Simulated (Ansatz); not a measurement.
Isolated molecules relaxed with PBE0-D4/def2-TZVP in Ansatz; ΔE leaves out vibrations. CCSD(T)/CBS adds triple-zeta CCSD(T) − MP2 to the extrapolated MP2 energy (def2 sets, frozen cores). This one scheme is used for every species. DFT in def2-TZVPP. B3LYP here is the variant with VWN-RPA as its local correlation; programs differ in this.

Consider the ligand exchange at the Si–C bond: `C[Si](F)([SiH3])[SiH3]` + HCl → `F[Si]([SiH3])([SiH3])Cl` + CH₄.

```json
{"level": "PBE-D4", "ΔE (kJ/mol)": "-104.6", "difference from CCSD(T)/CBS": "1.4"}
{"level": "r2SCAN-D4", "ΔE (kJ/mol)": "-109.1", "difference from CCSD(T)/CBS": "-3.1"}
{"level": "PBE0-D4", "ΔE (kJ/mol)": "-105.0", "difference from CCSD(T)/CBS": "1.0"}
{"level": "B3LYP-D4", "ΔE (kJ/mol)": "-109.4", "difference from CCSD(T)/CBS": "-3.4"}
{"level": "ωB97X-V", "ΔE (kJ/mol)": "-106.3", "difference from CCSD(T)/CBS": "-0.3"}
{"level": "ωB97M-V", "ΔE (kJ/mol)": "-107.1", "difference from CCSD(T)/CBS": "-1.1"}
{"level": "B2PLYP", "ΔE (kJ/mol)": "-109.7", "difference from CCSD(T)/CBS": "-3.7"}
{"level": "PBE", "ΔE (kJ/mol)": "-105.3", "difference from CCSD(T)/CBS": "0.7"}
{"level": "r2SCAN", "ΔE (kJ/mol)": "-109.6", "difference from CCSD(T)/CBS": "-3.6"}
{"level": "PBE0", "ΔE (kJ/mol)": "-105.6", "difference from CCSD(T)/CBS": "0.4"}
{"level": "B3LYP", "ΔE (kJ/mol)": "-110.1", "difference from CCSD(T)/CBS": "-4.1"}
{"level": "HF/def2-TZVPP", "ΔE (kJ/mol)": "-115.4", "difference from CCSD(T)/CBS": "-9.4"}
{"level": "MP2/def2-TZVPP", "ΔE (kJ/mol)": "-107.2", "difference from CCSD(T)/CBS": "-1.2"}
{"level": "SCS-MP2/def2-TZVPP", "ΔE (kJ/mol)": "-107.2", "difference from CCSD(T)/CBS": "-1.2"}
{"level": "CCSD/def2-TZVPP", "ΔE (kJ/mol)": "-102.0", "difference from CCSD(T)/CBS": "4.0"}
{"level": "CCSD(T)/def2-TZVPP", "ΔE (kJ/mol)": "-101.7", "difference from CCSD(T)/CBS": "4.3"}
{"level": "HF/def2-QZVPP", "ΔE (kJ/mol)": "-115.5", "difference from CCSD(T)/CBS": "-9.5"}
{"level": "MP2/def2-QZVPP", "ΔE (kJ/mol)": "-109.7", "difference from CCSD(T)/CBS": "-3.7"}
{"level": "SCS-MP2/def2-QZVPP", "ΔE (kJ/mol)": "-109.6", "difference from CCSD(T)/CBS": "-3.6"}
{"level": "HF/CBS(def2)", "ΔE (kJ/mol)": "-115.5", "difference from CCSD(T)/CBS": "-9.5"}
{"level": "MP2/CBS(def2)", "ΔE (kJ/mol)": "-111.4", "difference from CCSD(T)/CBS": "-5.4"}
{"level": "CCSD/CBS(def2)", "ΔE (kJ/mol)": "-106.3", "difference from CCSD(T)/CBS": "-0.3"}
{"level": "CCSD(T)/CBS", "ΔE (kJ/mol)": "-106.0", "difference from CCSD(T)/CBS": "0"}
```

Largest T1 diagnostic among the species: 0.013.

In def2-TZVPP, CCSD(T) changes the Hartree–Fock value by +13.7 kJ/mol (the triples alone add +0.3 kJ/mol) and MP2 by +8.2 kJ/mol.
